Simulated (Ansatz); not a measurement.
One change: `C=[C](F)[GeH2][CH3]` becomes `C=C(F)SC`.

Ansatz, PBE0-D4/def2-TZVP geometries, multiplicity 1. Each molecule was computed in one conformer, which needn't be the lowest.

Scalar relativity is left out up to krypton.

```json
{"property": "LUMO energy (B3LYP/def2-TZVPP) / eV", "`C=[C](F)[GeH2][CH3]`": "-0.30"}
{"property": "size of the dipole moment (B3LYP/def2-TZVPP) / D", "`C=[C](F)[GeH2][CH3]`": "2.03"}
{"property": "size of the dipole moment (ωB97M-V/def2-TZVPP) / D", "`C=[C](F)[GeH2][CH3]`": "2.02"}
{"property": "HOMO energy (ωB97M-V/def2-TZVPP) / eV", "`C=[C](F)[GeH2][CH3]`": "-9.87"}
{"property": "HOMO energy (PBE0/def2-TZVPP) / eV", "`C=[C](F)[GeH2][CH3]`": "-7.61"}
{"property": "HOMO–LUMO gap (B3LYP/def2-TZVPP) / eV", "`C=[C](F)[GeH2][CH3]`": "7.09"}
```

(1) Give the same properties after the change, and the shifts. (Estimate.)

Answers

(1) Ansatz gave: 
```json
{"property": "LUMO energy (B3LYP/def2-TZVPP) / eV", "`C=C(F)SC`": "-0.45", "shift": "-0.15"}
{"property": "size of the dipole moment (B3LYP/def2-TZVPP) / D", "`C=C(F)SC`": "1.19", "shift": "-0.84"}
{"property": "size of the dipole moment (ωB97M-V/def2-TZVPP) / D", "`C=C(F)SC`": "1.18", "shift": "-0.84"}
{"property": "HOMO energy (ωB97M-V/def2-TZVPP) / eV", "`C=C(F)SC`": "-8.86", "shift": "1.01"}
{"property": "HOMO energy (PBE0/def2-TZVPP) / eV", "`C=C(F)SC`": "-6.70", "shift": "0.91"}
{"property": "HOMO–LUMO gap (B3LYP/def2-TZVPP) / eV", "`C=C(F)SC`": "6.04", "shift": "-1.05"}
```

With PBE0 the HOMO rises by 0.91 eV and the LUMO falls by 0.15 eV, so the gap narrows by about 1.06 eV. PBE moves the HOMO by 0.83 eV and ωB97M-V by 1.01 eV. Dipoles are sizes alone; their direction can turn.

B3LYP here is the variant with VWN-RPA as its local correlation; programs differ in this.
